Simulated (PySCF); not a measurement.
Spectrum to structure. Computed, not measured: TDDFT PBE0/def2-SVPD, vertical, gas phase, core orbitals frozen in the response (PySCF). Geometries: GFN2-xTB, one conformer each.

| state | E (eV) | λ (nm) | f |
| --- | --- | --- | --- |
| S1 | 5.43 | 228.2 | 0.0023 |
| S2 | 5.91 | 209.9 | 0.023 |
| S3 | 6.25 | 198.5 | 0.0037 |
| S4 | 6.56 | 189.0 | 0.0067 |
| S5 | 6.57 | 188.6 | 0.014 |
| S6 | 7.16 | 173.2 | 0.0088 |

Triplets computed (Tamm–Dancoff): 5.02, 5.62 eV.

Question: Which candidate is it?
A. `CC/C=N\CCC`
B. `CSC(C)(C)CC`
C. `C#C/C=C\SC`
D. `C#CP1CCC1`
E. `C(CC=C=S)=C`

Answer: B. Its S1, at 5.43 eV, is the highest among the candidates; the nearest of the others has S1 at 4.95 eV. S1 is HOMO→LUMO (69%), HOMO→LUMO+1 (21%). Löwdin shares by element: HOMO sulfur 69%, carbon 16% or more (atoms not listed hold the other 15%); LUMO carbon 24% or more, sulfur 23% (atoms not listed hold the other 53%). At the same level the other candidates give, for their lowest levels:
- `CC/C=N\CCC`: 4.74 eV (f 0.003); 6.39 eV (f 0.010); 6.97 eV (f 0.004); 7.03 eV (f 0.006); 7.30 eV (f 0.016); T1 3.98 eV; HOMO -6.70, LUMO -0.03 eV
- `C#CP1CCC1`: 4.95 eV (f 0.019); 5.73 eV (f 0.042); 6.39 eV (f 0.010); 6.41 eV (f 0.015); 6.59 eV (f 0.008); T1 4.20 eV; HOMO -6.63, LUMO -0.31 eV
- `C#C/C=C\SC`: 4.70 eV (f 0.311); 5.17 eV (f 0.000); 5.37 eV (f 0.000); 5.44 eV (f 0.003); 6.13 eV (f 0.009); T1 2.99 eV; HOMO -6.15, LUMO -0.91 eV
- `C=CCC=C=S`: 2.42 eV (f 0.000); 4.76 eV (f 0.012); 5.31 eV (f 0.148); 5.79 eV (f 0.005); 5.85 eV (f 0.000); T1 2.05 eV; HOMO -6.39, LUMO -2.19 eV

The values belong to the conformer `[CH3:1][CH2:2][C:3]([CH3:4])([CH3:5])[S:6][CH3:7]`: C1–C2–C3–C4 60°, C2–C3–S6–C7 -58°.

Without π bonds the low states may be Rydberg-like; a valence basis with one diffuse set may place them up to an eV too high.
